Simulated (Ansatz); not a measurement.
Ansatz (a quantum-chemistry and plane-wave program) input:
A basis named .json is the Basis Set Exchange file of that set.

Ansatz 0.2 input:
```yaml
crystal:
  periodic: [false, false, false]
  atoms:
    - {symbol: Zn, position_ang: [0.00000000, 0.00000000, 0.00000000]}
    - {symbol: Br, position_ang: [-0.00000000, -0.00000000, -2.27035735]}
    - {symbol: Br, position_ang: [0.00000000, 0.00000000, 2.27035735]}
basis:
  gaussian:
    orbitals: def2-QZVPPD.json
    fitting: {mean_field: def2-universal-jkfit, correlation: def2-QZVPPD-RIFIT.json}
total_charge: 1
magnetization: {spin_polarized: true, initial_magnetization: 1}
correlation: {method: mp2, electrons: outside_noble_gas}
```

Q: Predict the final energy.

A: -6923.38253 Eh (RI-MP2/def2-QZVPPD). The basis has 296 functions.

The spin state was set by rule; other spins were not relaxed.
